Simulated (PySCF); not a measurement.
Isomers of C6H8FN, one GFN2-xTB conformer each. Single-point energies are computed at PBE0/pcSseg-1 (PySCF, gas phase, no added dispersion term), electronic only.

Question: Rank them by PBE0/pcSseg-1 energy, lowest first (kcal/mol).
A. `[NH2:1][CH2:2][C:3]#[C:4][C@@H:5]1[CH2:6][C@@H:7]1[F:8]` with H–N1–C2–C3 -59° and 59°
B. `[CH2:1]=[C:2]1[C:3]([F:4])=[C:5]1[N:6]([CH3:7])[CH3:8]` with C3–C5–N6–C7 176°
C. `[CH3:1][C@@H:2]1[CH2:3][C@@H:4]([C:5]#[N:6])[C@H:7]1[F:8]` with C1–C2–C3–C4 -134°, C2–C3–C4–C5 -102°, C3–C4–C7–F8 -132°, C1–C2–C7–C4 134°

Answer: C (0.0), A (43.6), B (59.1).

As drawn, the lowest has a four-membered ring and a C≡N group, which the highest lacks; the highest has a three-membered ring and a C=C bond outside aromatic rings, which the lowest lacks. GFN2-xTB itself gives, in the same order: 0.0, 35.5, 43.4. Both levels put the same isomer lowest; measured from each level's own lowest isomer, the values differ by up to 15.7 kcal/mol (C=C1C(F)=C1N(C)C: 43.4 against 59.1).

Question: Which frontier levels, dipoles and rotational constants go with these structures?

Answer: 
| SMILES | HOMO (eV, PBE0/pcSseg-1) | LUMO (eV) | dipole (D) | A, B, C (MHz) |
| --- | --- | --- | --- | --- |
| C[C@@H]1C[C@@H](C#N)[C@H]1F | -8.88 | 0.45 | 5.21 | 3600, 1562, 1242 |
| NCC#C[C@@H]1C[C@@H]1F | -6.80 | 0.77 | 2.38 | 4162, 1004, 869.8 |
| C=C1C(F)=C1N(C)C | -5.17 | 0.95 | 4.26 | 2696, 1618, 1025 |
